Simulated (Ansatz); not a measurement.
Born–Oppenheimer molecular dynamics of Cl2F2Ge (5 atoms, charge 0, multiplicity 1). It starts from a relaxed structure.

Method: Ansatz, RKS r2SCAN/def2-SVP.

| Item | Value |
| --- | --- |
| ensemble | NVT, Nosé–Hoover chain |
| time step | 2 fs |
| steps asked | 100 |
| set temperature | 300 K |
| thermostat | time constant 100 fs, chain length 1 |
| seed | 861349 |

First frame:

```xyz
5
Properties=species:S:1:pos:R:3
Ge -0.028 0.050 0.041
Cl 0.006 -0.010 2.152
F 1.579 0.009 -0.552
Cl -1.012 1.753 -0.728
F -0.797 -1.362 -0.552
```

Q: How far do the bonds stretch over the last three quarters of this one trajectory? (Pairs bonded in most of those frames.)

A: 
```
   bond  mean (Å)  spread (Å)  shortest  longest
Ge1–Cl2     2.114       0.008      2.10     2.12
 Ge1–F3     1.715       0.015      1.69     1.74
Ge1–Cl4     2.114       0.009      2.10     2.13
 Ge1–F5     1.721       0.027      1.68     1.76
```

Mean temperature of the second half: 242 K. The conserved energy stayed within 0.18 meV per atom of its start (net change 0.054 meV per atom), so the integration is sound. The mean temperature of the second half is 19 % below the set value. A run of 0.2 ps of so small a system gives no equilibrium averages.

Time of the run: 2.9 min on 2 threads of Intel(R) Xeon(R) 6975P-C (Granite Rapids) (shared host), peak memory 0.18 GiB.
